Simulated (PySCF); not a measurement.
Positional isomers: propene cyano+boryl. All species are isolated molecules in the gas phase. One relaxed conformer stands for each flexible species; it need not be the lowest. Strings in code marks are SMILES.

The LUMO from two functionals at the same geometries (CAM-B3LYP-D3(BJ)/def2-TZVP), both in PySCF: PBE-D3(BJ)/def2-TZVP and CAM-B3LYP-D3(BJ)/def2-TZVP. 

| species | PBE-D3(BJ)/def2-TZVP (eV) | CAM-B3LYP-D3(BJ)/def2-TZVP (eV) |
|---|---|---|
| `C=C(B)CC#N` | -3.47 | -1.35 |
| `B/C(C#N)=C/C` | -3.56 | -1.49 |
| `B/C(C#N)=C\C` | -3.71 | -1.65 |
| `C(/B)(=C\C#N)C` | -3.91 | -1.91 |
| `B/C=C(/C)C#N` | -3.78 | -1.77 |
| `B/C=C/CC#N` | -3.40 | -1.29 |
| `B/C=C\CC#N` | -3.56 | -1.48 |
| `BCC(=C)C#N` | -2.83 | -0.68 |
| `C(#N)/C=C/CB` | -2.93 | -0.78 |
| `BC/C=C\C#N` | -2.83 | -0.68 |

Over these rows, drawn at random from the members with no instability flagged (it was tested for open shells, ions and some series alone), PBE minus CAM-B3LYP-D3(BJ): mean -2.09 eV, from -2.15 eV to -2.00 eV.
